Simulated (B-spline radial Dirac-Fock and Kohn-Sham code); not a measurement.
**The L3 (2p3/2) hole of rhenium ions: width and yield against charge**

Method: one-electron (LDA, Dirac) transition rates at Dirac-Fock energies. Computed with a radial finite-basis atomic code. Tabulated ground configurations, configuration averages; single configurations, so decays that open only by mixing (as 1s 2s² with 1s 2p² in Be-like ions) are missing and such tiny yields are far too low.

```
 ion      configuration  radiative (eV)  non-radiative (eV)  yield
  Re  [Xe] 4f14 5d5 6s2            1.33                3.62  0.270
 Re⁺  [Xe] 4f14 5d5 6s1            1.33                3.62  0.270
Re²⁺      [Xe] 4f14 5d5            1.34                3.62  0.270
Re³⁺      [Xe] 4f14 5d4            1.33                3.62  0.270
Re⁴⁺      [Xe] 4f14 5d3            1.33                3.61  0.269
Re⁵⁺      [Xe] 4f14 5d2            1.33                3.61  0.269
Re⁶⁺      [Xe] 4f14 5d1            1.33                3.61  0.269
Re⁷⁺          [Xe] 4f14            1.33                3.60  0.269
```
